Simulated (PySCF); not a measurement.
A run that did not reach its result, on `CC(=O)O[SiH2]C=O` (driver script around PySCF, density fitting, GFN2-xTB geometry as the base; each input is a line of settings and coordinates in Å).

Command:
```bash
OMP_NUM_THREADS=1 python probes_run.py task.json out
```
Input:
```
{"job": {"kind": "nmr", "xc": "X3LYP", "basis": "6-31G", "pop": false, "scf": {"guess": "huckel", "damp": 0.2}}, "charge": 0, "multiplicity": 1}
C      2.411794     0.296100    -0.082693
C      1.177929    -0.544825     0.060605
O      1.152408    -1.693322     0.404222
O      0.061276     0.117905    -0.254019
Si    -1.435359    -0.595108    -0.189641
C     -2.516895     0.903558    -0.699532
O     -3.717024     0.853715    -0.766249
H      3.204262    -0.099788     0.545371
H      2.194564     1.329446     0.171608
H      2.736521     0.257195    -1.121562
H     -1.744274    -1.019180     1.169229
H     -1.528605    -1.664103    -1.175258
H     -2.000985     1.858894    -0.941055
```

Output:
```
damping 0.20 in the first 6 cycles
final grid: 111408 points
cycle   1  E = -622.0200659058  dE =  7.373e+00  |g| = 6.261e+00  |ddm| = 9.930e+00
cycle   2  E = -612.9518423487  dE =  9.068e+00  |g| = 6.435e+00  |ddm| = 1.915e+01
cycle   3  E = -534.9201807002  dE =  7.803e+01  |g| = 8.903e+00  |ddm| = 4.914e+01
cycle   4  E = -474.9263822245  dE =  5.999e+01  |g| = 7.501e+00  |ddm| = 8.283e+01
cycle   5  E = -533.6203895977  dE = -5.869e+01  |g| = 7.838e+00  |ddm| = 7.243e+01
cycle   6  E = -465.5723982479  dE =  6.805e+01  |g| = 5.611e+00  |ddm| = 1.005e+02
cycle   7  E = -398.2158906912  dE =  6.736e+01  |g| = 8.755e+00  |ddm| = 1.070e+02
cycle   8  E = -552.8247022545  dE = -1.546e+02  |g| = 8.709e+00  |ddm| = 4.035e+01
cycle   9  E = -557.8974170828  dE = -5.073e+00  |g| = 8.578e+00  |ddm| = 1.668e+01
cycle  10  E = -558.6402009252  dE = -7.428e-01  |g| = 8.499e+00  |ddm| = 5.795e+00
... (60 lines left out)
cycle  71  E = -544.4301526700  dE =  4.166e+00  |g| = 8.369e+00  |ddm| = 8.544e+00
cycle  72  E = -548.6830049203  dE = -4.253e+00  |g| = 8.664e+00  |ddm| = 8.152e+00
cycle  73  E = -548.7507959715  dE = -6.779e-02  |g| = 8.670e+00  |ddm| = 1.212e+00
cycle  74  E = -548.5744794193  dE =  1.763e-01  |g| = 8.664e+00  |ddm| = 2.778e-01
cycle  75  E = -547.7424751565  dE =  8.320e-01  |g| = 8.643e+00  |ddm| = 1.215e+00
cycle  76  E = -548.0654158474  dE = -3.229e-01  |g| = 8.616e+00  |ddm| = 1.878e+00
cycle  77  E = -548.9814551678  dE = -9.160e-01  |g| = 8.697e+00  |ddm| = 2.076e+00
cycle  78  E = -465.9987616010  dE =  8.298e+01  |g| = 5.640e+00  |ddm| = 9.819e+01
cycle  79  E = -548.8023743900  dE = -8.280e+01  |g| = 8.685e+00  |ddm| = 9.818e+01
cycle  80  E = -543.8491432101  dE =  4.953e+00  |g| = 8.387e+00  |ddm| = 9.356e+00
SCF not converged, last energy = -543.8491432101
```

Time: 47 s; peak memory 0.49 GiB. Hardware: an Intel Xeon at 2.50 GHz with one thread, no GPU, shared host with 64 logical CPUs at a one-minute load of 49.

Question: What went wrong, and what mends it?

Answer: The SCF did not converge in 80 cycles: the last printed gradient is 8.4e+00 and the last change of energy +5.0e+00 Eh. Try a level shift or a second-order solver. Its energy and orbitals aren't self-consistent and shouldn't be used.

Conformer computed: `[CH3:1][C:2](=[O:3])[O:4][SiH2:5][CH:6]=[O:7]`: C1–C2–O4–Si5 179°, C2–O4–Si5–C6 178°, O4–Si5–C6–O7 -179°.
